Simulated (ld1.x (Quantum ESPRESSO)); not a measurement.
# What one change does to a pseudopotential (lithium (Li), RRKJ)

lithium (Li), norm-conserving RRKJ (Kleinman–Bylander form), made with ld1.x (Quantum ESPRESSO) 7.5 (PBE, scalar-relativistic). Core none, reference 1s2 2s0 2p0 (charge +1). Waves: 1s (bound): rc 0.40 bohr; 2p (bound, empty): rc 4.20 bohr; 3d channel at -0.1 Ry: rc 3.25 bohr. Local part: all-electron potential smoothed inside 0.75 bohr (lloc = -1). Core correction: none.

All-electron outer shells of the reference configuration (PBE, scalar-relativistic, ld1.x):

```csv
shell,level (eV),outermost node (bohr),outermost maximum (bohr)
1s,-60.41,–,0.36
2s,-6.79,0.81,2.53
2p,-4.75,–,2.53
```

Change: reference 1s2 2s1 2p0.

Cutoffs: the cutoffs (Ry, on a coarse ladder) from which the occupation-weighted sum of valence levels, in a spherical-Bessel basis at the reference potential, stays within 10 and 1 mRy of its value at 400 Ry; they do not see the model core or the augmentation charge, which bear on the density cutoff. Errors are all-electron minus pseudo energies relative to the spin-unpolarised reference configuration.

Task: What does the change do?

Result: The range in which the s phases agree widens (upper end 2.9 → at the end of the scan); neither file shows a bound ghost.

```csv
quantity,base,changed
"cutoff, loose",over 300 Ry,over 300 Ry
"cutoff, tight",over 300 Ry,over 300 Ry
bound ghosts,none,none
"largest error over its own tests, meV",+27,-7.1
s: phases at 4.57 bohr within 0.05 rad from the reference energy up to (Ry; the scan ends near 5),2.9,to the end of the scan
p: phases at 4.57 bohr within 0.05 rad from the reference energy up to (Ry; the scan ends near 5),0.3,0.5
d: phases at 4.57 bohr within 0.05 rad from the reference energy up to (Ry; the scan ends near 5),1.4,1.7
```
